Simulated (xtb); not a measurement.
Cl5Sb (SMILES [Cl][Sb]([Cl])([Cl])([Cl])[Cl]), singlet, geometry from GFN2-xTB.

The xtb input:
```
$ xtb mol.xyz --gfn 2 --json

# file mol.xyz
6

Sb    -0.00000000     0.00000000    -0.00000000
Cl     1.96949773    -0.36395964    -1.23270781
Cl     1.00843566    -1.01938883     1.91215478
Cl    -1.00843566     1.01938883    -1.91215478
Cl    -1.69224415    -1.63303023     0.02187406
Cl    -0.27725357     1.99698987     1.21083376
```

Task: What does this run give for the dipole moment, HOMO-LUMO gap, partial charges in atom order, total energy?

Result: 
```json
{
 "dipole_moment": "0.00 D",
 "HOMO-LUMO gap": "3.30 eV",
 "partial_charges_in_atom_order": "Sb1 0.34, Cl2 -0.05, Cl3 -0.10, Cl4 -0.10, Cl5 -0.05, Cl6 -0.05",
 "total_energy": "-25.1161 Eh"
}
```
